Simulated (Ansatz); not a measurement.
```yaml
crystal:
  periodic: [false, false, false]
  atoms:
    - {symbol: C, position_ang: [-0.919491, 1.628532, 2.290941]}
    - {symbol: C, position_ang: [0.415839, 0.985195, 1.930599]}
    - {symbol: Cd, position_ang: [0.359785, -0.350198, 0.268878]}
    - {symbol: C, position_ang: [0.305728, -1.687382, -1.391467]}
    - {symbol: C, position_ang: [0.273693, -1.018315, -2.761922]}
    - {symbol: H, position_ang: [-1.325890, 2.220363, 1.465999]}
    - {symbol: H, position_ang: [-1.677160, 0.883779, 2.550269]}
    - {symbol: H, position_ang: [-0.829538, 2.302645, 3.151054]}
    - {symbol: H, position_ang: [0.810617, 0.425843, 2.784830]}
    - {symbol: H, position_ang: [1.160252, 1.755726, 1.706002]}
    - {symbol: H, position_ang: [1.178141, -2.343595, -1.309582]}
    - {symbol: H, position_ang: [-0.568994, -2.332999, -1.263541]}
    - {symbol: H, position_ang: [-0.604239, -0.378118, -2.885760]}
    - {symbol: H, position_ang: [1.151677, -0.388876, -2.931979]}
    - {symbol: H, position_ang: [0.247779, -1.753398, -3.575121]}
basis:
  gaussian: {orbitals: def2-SVPD}
magnetization: {spin_polarized: true, initial_magnetization: 6}
hamiltonian: {xc: {name: B97}}
```

```sh
$ ansatz run in.yaml --threads 2 --pin off --events-out ev --progress --plain --max-ram 22528MiB --backend cpu
```

Shortened log:

```
Functional definition: B97
1657 factors; their error is unknown
mean field evaluation 1: about -8836.4059 eV, gradient 5.5e1 eV
mean field evaluation 2: about -8805.8638 eV, gradient 8.6e1 eV
mean field evaluation 4: about -8847.7391 eV, gradient 2.4e1 eV
mean field evaluation 8: about -8852.5190 eV, gradient 1.5e0 eV
mean field evaluation 16: about -8852.5474 eV, gradient 1.5e-1 eV
mean field evaluation 32: about -8852.4687 eV, gradient 3.5e0 eV
mean field -8852.60168858 eV, -325.3271115463 hartree, gradient 1.4e-5 eV, S^2 12.008044; 5 other end points of the search recorded, 0 dependent functions left out
reference -8852.60176623 eV, -325.3271143999 hartree; 30, 24 occupied and 164, 170 virtual orbitals, 1657 factors
Total energy: -8852.60176623 eV, -325.3271143999 hartree
```

Q: What is wrong with this run?

A: The spin is set far too high for this molecule. The run converged. The result belongs to that input, not to the molecule as meant.
